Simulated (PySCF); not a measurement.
Electronic structure of Gd (gadolinium, neutral) at the UHF level

Configuration: [Xe] 4f7 5d2 6s1, high-spin 11F determinant (an excited configuration). All numbers are calculated (PySCF 2.14, the spin-free X2C one-electron Hamiltonian (Gaussian nucleus), in cc-pVDZ-X2C).

- Total energy: -11266.734433 hartree
- One-electron energy: -15410.4643 hartree
- Hartree (Coulomb) energy: 4392.6568 hartree
- Exchange energy: -248.9269 hartree
- ⟨S²⟩: 30.0042
- ⟨L²⟩: 12.045
- Sum of ⟨r⟩: 43.88 bohr
- Sum of ⟨r²⟩: 77.00 bohr²
- Langevin diamagnetic susceptibility: -61.0 ×10⁻⁶ cm³/mol

```tsv
shell	electrons	mean orbital energy (eV)	spread (eV)	rms radius, mean of both spins (bohr)
1s α	1	-50488.8	0	0.0249
1s β	1	-50488.8	0	0.0249
2s α	1	-8454.6	0	0.101
2s β	1	-8454.3	0	0.101
2p α	3	-7529.4	0	0.0907
2p β	3	-7529.1	0	0.0907
3s α	1	-1925.3	0	0.260
3s β	1	-1920.6	0	0.260
3p α	3	-1631.8	0	0.261
3p β	3	-1626.5	0	0.261
3d α	5	-1237.6	0.108	0.239
3d β	5	-1231.9	0.036	0.239
4s α	1	-414.67	0	0.588
4s β	1	-402.35	0	0.588
4p α	3	-315.55	0	0.624
4p β	3	-301.95	0	0.624
4d α	5	-175.05	0.300	0.687
4d β	5	-157.35	0.121	0.687
5s α	1	-61.021	0	1.45
5s β	1	-55.398	0	1.45
5p α	3	-34.179	0	1.70
5p β	3	-28.916	0	1.70
4f α	7	-20.456	0.051	0.935
5d α	2	-5.455	0	3.07
6s α	1	-5.370	0	4.65
```

Spin-orbit coupling, absent here, splits the open shell strongly.

Densities and radii are taken from the X2C orbitals without a picture-change correction, which distorts them close to the nucleus.

Spin-orbit constants ζ (cm⁻¹) from the X2C one-electron operator on these orbitals: bare nucleus, nucleus screened by l(l+1)(2l+1)/3 electrons, and screened by the Breit-Pauli mean field of the electrons.

| shell | bare | screened nucleus | mean field |
| --- | --- | --- | --- |
| 2p | 3608000 | 3495000 | n/a |
| 3p | 747500 | 724200 | n/a |
| 3d | 116800 | 98520 | n/a |
| 4p | 162900 | 157800 | n/a |
| 4d | 21460 | 18110 | n/a |
| 4f | 3071 | 1728 | n/a |
| 5p | 20920 | 20270 | n/a |
| 5d | 974.4 | 822.1 | n/a |

To first order the Landé constant is A = 82.21 cm⁻¹, so the lowest level has J = 2 and lies 0.183 eV below the centre of the term. This holds in LS coupling only.
